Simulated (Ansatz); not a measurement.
C2H2N (SMILES [CH2]C#N) moved off its minimum; all values from Ansatz (a quantum-chemistry and plane-wave program), cores frozen in correlated methods. Open shells are unrestricted.
(charge 0, multiplicity 2)
```xyz
5

C     -1.17454     0.03636     0.09646
C      0.15053    -0.14258     0.06654
N      1.27710    -0.09693     0.01877
H     -1.75804     0.90224     0.01718
H     -1.84399    -0.90691    -0.06566
```

Task: Give the forces (eV/Å), the total energy and the dipole at CCSD(T)/cc-pVTZ.

Result: 
| atom | Fx | Fy | Fz |
|---|---|---|---|
| C1 | -4.264 | -3.726 | -0.588 |
| C2 | -3.040 | 0.796 | 0.159 |
| N3 | 5.849 | -0.240 | -0.169 |
| H4 | 0.046 | 1.523 | 0.098 |
| H5 | 1.409 | 1.647 | 0.500 |
Energy -131.8459 hartree, dipole 3.32 D.
